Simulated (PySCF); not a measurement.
# Pb⁺: ionisation energy

Pb⁺ [Xe] 4f14 5d10 6s2 6p1 (2P) → Pb²⁺ [Xe] 4f14 5d10 6s2 (1S), as a difference of total energies. Computed with PySCF 2.14 in aug-cc-pVQZ-DK3 (10s9p7d4f2g, 118 functions), with the spin-free X2C one-electron Hamiltonian (Gaussian nucleus). Correlated levels: valence: [Xe] 4f14 5d10 frozen. The calculations carry no spin-orbit coupling.

| method | ionisation energy (eV) | error (eV) |
| --- | --- | --- |
| UHF | 13.232 | -0.637 |
| MP2 (valence) | 13.444 | -0.425 |
| SCS-MP2 (valence) | 13.433 | -0.436 |
| CCSD (valence) | 13.487 | -0.382 |
| CCSD(T) (valence) | 13.500 | -0.369 |

Reference: 13.869 eV (measured; NIST levels, between the centres of gravity of the two terms).

Errors of the correlated levels include the incompleteness of this basis and the frozen core.
